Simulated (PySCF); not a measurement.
From one molecule to another.

First species: C4H5F5O2S.
SMILES: `CS(=O)(CC(C(F)(F)F)(F)F)=O`

Second species: C₇H₁₄S₂.
SMILES: `CC[C@@H]1CSSC[C@@H]1C`

Levels: PBE0/pcSseg-1 for HOMO energy, LUMO energy and HOMO–LUMO gap. Geometries: GFN2-xTB. Each structure is a single optimised conformer of the isolated species, non-relativistic unless stated. Electronic properties by PySCF.

Dipoles, sizes and rotational constants follow the conformer. The torsions of the flexible species, by atom-mapped SMILES:
- `[CH3:1][S:2](=[O:3])(=[O:4])[CH2:5][C:6]([F:7])([F:8])[C:9]([F:10])([F:11])[F:12]`: C1–S2–C5–C6 163°, S2–C5–C6–F7 175°, C5–C6–C9–F10 45°

The conformers of `CC[C@@H]1CSSC[C@@H]1C` aren't listed.

Values for the first species:

```
HOMO energy   : -8.92 eV
LUMO energy   : 0.16 eV
HOMO–LUMO gap : 9.08 eV
```

Q: Estimate the same properties for the second species, and the change in each.

A: 
| property | first | second | second less first |
| --- | --- | --- | --- |
| HOMO energy | -8.92 eV | -6.22 eV | +2.70 eV |
| LUMO energy | 0.16 eV | -0.18 eV | -0.34 eV |
| HOMO–LUMO gap | 9.08 eV | 6.04 eV | -3.04 eV |

